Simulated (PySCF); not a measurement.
ClF2H3Si2, SMILES F[SiH](F)[SiH2]Cl. Geometry optimised at PBE0-D3(BJ)/def2-SVP. The structure was generated by enumeration, and PubChem lists no compound with its InChIKey, so it may never have been made. One conformer was computed; it need not be the lowest.

Computed equilibrium geometry at PBE0-D3(BJ)/def2-SVP (PySCF confirms it by a frequency run) as Cartesian coordinates in Å (one conformer of several):
```xyz
8

Si    -1.1820    -0.2161     0.3350
F     -1.9404    -1.6466     0.3426
F     -1.8326     0.6626    -0.8565
Si     1.0796    -0.5640    -0.1485
Cl     1.9931     1.2873     0.0660
H     -1.4596     0.4691     1.6220
H      1.6958    -1.5224     0.8127
H      1.2699    -1.0526    -1.5429
```
Charge 0, spin multiplicity 1.
